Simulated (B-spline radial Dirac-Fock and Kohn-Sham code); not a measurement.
Dipole and non-dipole photoemission parameters of Rh⁶⁺ 3s

System: rhodium as Rh⁶⁺, configuration [Kr] 4d3; threshold 715.9 eV (orbital energy of the model). Method: Dirac-Hartree-Slater photoionisation with a Latter tail; cross sections with all multipoles, angular parameters from the dipole term and its interference with E2. Computed with a radial atomic solver.

For linearly polarised light dσ/dΩ = σ/(4π) [1 + β P₂(cos θ) + (δ + γ cos²θ) sin θ cos φ], with θ from the polarisation vector and φ the angle between the beam and the projection of the electron momentum on the plane normal to the polarisation.

```
hν (eV)  σ (kb)      β       γ
    734     101  1.989   0.688
 1253.6    48.0  1.993   0.252
   1350    42.9  1.993   0.204
   1920    24.2  1.994   0.013
   2010    22.4  1.994  -0.006
   2830    12.2  1.995  -0.092
   3230    9.56  1.995  -0.097
   3350       ?      ?       ?
 5414.7    3.50  1.995   0.070
   6000    2.85  1.995   0.138
  12000   0.644  1.995   0.911
  12700   0.566  1.994   0.997
  15000   0.387  1.994   1.268
```

Question: Give the values at 3350 eV.

Answer: σ = 8.93 kb, β = 1.995, γ = -0.095. For an s subshell δ is negligible.
